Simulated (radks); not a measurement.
The silicon anion Si- inside a hard spherical wall (all orbitals vanish at R), configuration held at [Ne] 3s2 3p3 and not refilled when levels cross. Calculated with a radial shooting solver on a logarithmic mesh with Libxc functionals: non-relativistic Kohn-Sham, LDA (Slater exchange, Perdew-Wang correlation), spin-polarised, spherical densities, point nucleus; open shells are filled with parallel spins first. Eigenvalues in eV for spin up, with the zero of energy where the potential of the charges vanishes at infinity; a dash marks a level that is unbound or too diffuse for the functional's potential to be trusted. A positive occupied level is held by the wall or, in an anion where self-interaction has pushed it up, behind a barrier. The pressure on the wall is -dE/dV.

| R (bohr) | E (hartree) | kinetic (hartree) | e(2s) | e(2p) | e(3s) | e(3p) | e(4s, empty) | e(4p, empty) | pressure (GPa) |
|---|---|---|---|---|---|---|---|---|---|
| 20 | -288.27563 | 287.564 | -131.28 | -88.847 | -5.163 | 1.029 | 2.033 | 2.344 | 0.000151 |
| 12 | -288.27387 | 287.572 | -131.01 | -88.582 | -4.936 | 1.233 | 3.278 | 4.425 | 0.0150 |
| 8 | -288.25653 | 287.648 | -129.90 | -87.467 | -4.102 | 2.060 | 6.351 | 8.978 | 0.485 |
| 6 | -288.18601 | 287.931 | -127.48 | -85.040 | -2.483 | 3.882 | 12.479 | 16.753 | 5.05 |
| 4 | -287.62827 | 289.815 | -118.12 | -75.637 | 4.142 | 11.858 | 37.845 | 44.941 | 107 |
| 3.5 | -287.11223 | 291.329 | -112.71 | -70.181 | 8.783 | 17.378 | 54.921 | 62.816 | 271 |
| 2 | -278.31635 | 312.331 | -72.739 | -29.390 | 71.128 | 84.688 | 247.54 | 249.00 | 10200 |
| 1.5 | -261.93900 | 347.337 | -34.426 | 11.353 | 177.15 | 186.95 | 517.07 | 492.56 | 59800 |
